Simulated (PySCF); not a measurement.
**Deuteron quadrupole couplings in `C=CC[P@@+](C)(P)CC`**

C6H15P2 (charge +1).
Atom-mapped SMILES: `[CH2:1]=[CH:2][CH2:3][P@@+:4]([CH3:5])([PH2:6])[CH2:7][CH3:8]` (hydrogens: H9, H10 on C1; H11 on C2; H12, H13 on C3; H14, H15, H16 on C5; H17, H18 on P6; H19, H20 on C7; H21, H22, H23 on C8)

Cartesian coordinates in Å at the GFN2-xTB level; atoms count from 1:
```xyz
23
C6H15P2 angstrom
C      3.275   -0.371    0.755
C      2.079    0.091    1.066
C      1.135    0.706    0.076
P     -0.347   -0.361   -0.070
C      0.180   -1.871   -0.927
P     -0.983   -0.930    1.924
C     -1.592    0.464   -1.149
C     -2.218    1.688   -0.495
H      3.663   -0.330   -0.249
H      3.927   -0.790    1.501
H      1.723    0.057    2.090
H      0.818    1.698    0.412
H      1.595    0.797   -0.912
H      1.019   -2.308   -0.385
H     -0.640   -2.589   -0.951
H      0.486   -1.638   -1.946
H     -1.235    0.403    2.268
H     -2.295   -1.148    1.489
H     -2.356   -0.281   -1.390
H     -1.081    0.739   -2.076
H     -2.759    1.422    0.412
H     -1.468    2.436   -0.249
H     -2.928    2.143   -1.182
```

Level: PBE0/pcSseg-1 (PySCF, non-relativistic); Q(2H) = 0.00286 b; rigid geometry, the same for H and D, with no vibrational averaging.

**Question.** Rank these positions by the coupling χzz of a deuteron there, largest first.
A. H17 (P–H hydrogen)
B. H9 (vinylic hydrogen)
C. H16 (methyl hydrogen)
D. H11 (vinylic hydrogen)
E. H19 (methylene hydrogen)

**Answer.** B (222 kHz), D (212 kHz), C (206 kHz), E (198 kHz), A (127 kHz).

**Question.** Give the electric field gradient Vzz (the principal value of largest size), its asymmetry and the 2H coupling at each hydrogen.

**Answer.** 
```tsv
atom	bonded to	bond length (Å)	Vzz (au)	η	χzz (kHz)
H9	C1	1.078	0.3301	0.04	222
H10	C1	1.075	0.3330	0.04	224
H11	C2	1.085	0.3152	0.09	212
H12	C3	1.094	0.2962	0.02	199
H13	C3	1.093	0.2963	0.03	199
H14	C5	1.090	0.3011	0.03	202
H15	C5	1.090	0.3056	0.04	205
H16	C5	1.090	0.3060	0.03	206
H17	P6	1.399	0.1886	0.08	127
H18	P6	1.399	0.1890	0.08	127
H19	C7	1.094	0.2942	0.04	198
H20	C7	1.094	0.2960	0.04	199
H21	C8	1.089	0.3074	0.04	207
H22	C8	1.088	0.3097	0.04	208
H23	C8	1.087	0.3095	0.03	208
```

**Question.** Average by the element that carries the hydrogen.

**Answer.** on C: 207 kHz over 13 positions, mean bond length 1.088 Å; on P: 127 kHz over 2 positions, mean bond length 1.399 Å.

**Question.** How does χzz go with the bond length over the 13 C–H bonds?

**Answer.** A straight-line fit has a slope of -13.8 kHz for each 0.01 Å, with a correlation coefficient of -1.00, over lengths from 1.075 to 1.094 Å. The longer bonds have the smaller couplings here.

**Question.** Give the 2H NMR doublet splittings at H21 for a magnetic field along the z, y and x axes of the gradient: 3χ/2, 3χ(1 + η)/4, 3χ(1 − η)/4.

**Answer.** With |χ| = 206.6 kHz and η = 0.040: 310, 161 and 149 kHz, to first order and without motion.

Isolated species at its GFN2-xTB geometry (one conformer only). GFN2-xTB bond lengths can be off by several hundredths of an ångström, more for odd bonds, and the gradients follow them. A larger basis could move these couplings by a tenth or more.
